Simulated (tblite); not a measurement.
Species: C₆H₁₁NO₂Si.
Structure used (GFN2-xTB), in Å, numbered top down from 1:
```
atom  x, y, z in Å
C1    -1.7365   -1.6521    1.6700
C2    -0.7428   -0.8309    1.3914
C3    -0.6961    0.0320    0.1642
O4    -0.1158    1.2698    0.4989
C5    -0.4810    2.3476   -0.3266
C6     0.1718   -0.6610   -0.9323
C7    -0.4033   -1.9562   -1.2453
N8    -0.8659   -2.9710   -1.4935
O9     1.4906   -0.8031   -0.5417
Si10   2.4747    0.3009    0.1453
H11   -1.7228   -2.2742    2.5475
H12   -2.5980   -1.7467    1.0291
H13    0.1201   -0.7422    2.0326
H14   -1.7091    0.1706   -0.2443
H15   -1.5669    2.4967   -0.3163
H16    0.0104    3.2248    0.0891
H17   -0.1514    2.2098   -1.3623
H18    0.1238   -0.0467   -1.8502
H19    3.7035   -0.4583   -0.0486
H20    2.4775    1.5555   -0.6104
H21    2.2084    0.5513    1.5579
```

Level: GFN2-xTB in tblite, geometry and Hessian alike; calculated harmonic values, unscaled, isolated species. The method is semi-empirical: single wavenumbers can be off by several per cent or more. Modes of hydrogen on silicon can be 10 to 20 % off. One conformer, not necessarily the lowest.

Harmonic wavenumbers (cm⁻¹): 44.8, 66.6, 90.0, 113.0, 119.1, 126.7, 179.8, 186.7, 234.9, 259.6, 284.2, 316.6, 395.0, 440.0, 502.1, 515.9, 582.2, 613.9, 649.5, 745.6, 785.3, 791.1, 806.2, 839.9, 890.0, 904.2, 955.5, 1007.3, 1013.1, 1015.3, 1099.5, 1114.9, 1130.7, 1152.4, 1178.6, 1220.3, 1243.0, 1262.6, 1289.1, 1313.1, 1405.8, 1412.3, 1469.3, 1482.3, 1714.0, 2233.3, 2281.6, 2318.3, 2406.6, 2804.8, 2864.7, 2916.5, 2934.9, 3034.5, 3100.6, 3106.9, 3139.2.

A = 1346, B = 948.2, C = 756.9 MHz; mass 157.056 u (most abundant isotopes); point group C1, symmetry number 1.

Task: What is the zero-point energy?

Result: ½Σν̃ = 34052 cm⁻¹ = 407.35 kJ/mol.

Task: Give the ideal-gas entropy at 400 K and 1 bar in the rigid-rotor, harmonic-oscillator model (classical rotation).

Result: Translation 178.03, rotation 129.97, vibration 221.05: S = 529.0 J/(mol K).

Task: And Cp and H(400 K) − H(0)?

Result: Cp = 242.50 J/(mol K), of which vibrations give 209.24 (their classical limit is 57 R = 473.9); H(400 K) − H(0) = 58.14 kJ/mol without the zero-point energy, 44.84 from vibrations.

Task: What must be added to the electronic energy to get the Gibbs energy at 400 K and 1 bar?

Result: ZPE + [H(400 K) − H(0)] − T·S = 407.35 + 58.14 − 211.62 = 253.87 kJ/mol.

Task: How do the functions run with temperature in this model?

Result: 
| T (K) | S (J/(mol K)) | Cp (J/(mol K)) | H − H(0) (kJ/mol) | G − H(0) (kJ/mol) | ln q(vib) |
| --- | --- | --- | --- | --- | --- |
| 150 | 357.5 | 124.3 | 11.99 | -41.63 | 4.26 |
| 250 | 432.3 | 172.9 | 26.84 | -81.22 | 7.91 |
| 298.15 | 464.7 | 196.4 | 35.73 | -102.83 | 9.61 |
| 600 | 641.4 | 311.8 | 114.02 | -270.81 | 19.62 |
| 900 | 781.4 | 377.6 | 218.28 | -484.98 | 28.52 |

q(vib) and H(0) count from the zero-point level.

Task: Which modes carry the vibrational entropy at 400 K?

Result: 44.8 cm⁻¹: 23.50; 66.6 cm⁻¹: 20.22; 90.0 cm⁻¹: 17.73; 113.0 cm⁻¹: 15.86; 119.1 cm⁻¹: 15.43; 126.7 cm⁻¹: 14.92 J/(mol K); the other 51 give 113.40 together.

Task: Blend soft modes into free rotors: weight 1/[1 + (100 cm⁻¹/ν̃)⁴] for the oscillator and the rest for a rotor with moment μB/(μ + B), μ = h/(8π²ν), B = 10⁻⁴⁴ kg m². What vibrational entropy results?

Result: 204.19 J/(mol K) in place of 221.05, which changes −T·S at 400 K by +6.74 kJ/mol.

Hindered rotation and anharmonicity are outside this model. Other conformers, if any are populated, would add a mixing term that is left out. The structure is chiral; the term R ln 2 for an equal mix with its mirror image is left out.
